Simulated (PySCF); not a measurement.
Energy of Pm²⁺ (promethium, charge +2) between two integer charges

The 4f alpha orbital of [Xe] 4f5 is emptied in steps (occupation f), with all orbitals relaxed, ending at [Xe] 4f4. All numbers are calculated (PySCF 2.14, a scalar-relativistic core potential, in def2-SVP with the def2 core potential (28 electrons)). The exact energy is a straight line in f; departures are measured from the line between the end points of the same method.

```csv
f,r2SCAN0 (eV)
1,0.000
0.8,-0.781
0.6,-1.177
0.4,-1.184
0.2,-0.793
0,0.000
```

| method | E(f=0) − E(f=1) (eV) | −ε at f=1 (eV) | −ε at f=0.4 (eV) |
| --- | --- | --- | --- |
| r2SCAN0 | 22.665 | 17.814 | 23.620 |

Orbital energy along the path (eV):

```
  f  r2SCAN0
  1  -17.814
0.8  -19.717
0.6  -21.653
0.4  -23.620
0.2  -25.619
  0  -27.648
```

Reference removal energy between the ground levels: 22.44 ± 0.08 eV (semi-empirical (NIST evaluation); NIST Atomic Spectra Database, ionization energies). The calculation has no spin-orbit coupling. The determinant left behind need not be the lowest term of the ion.
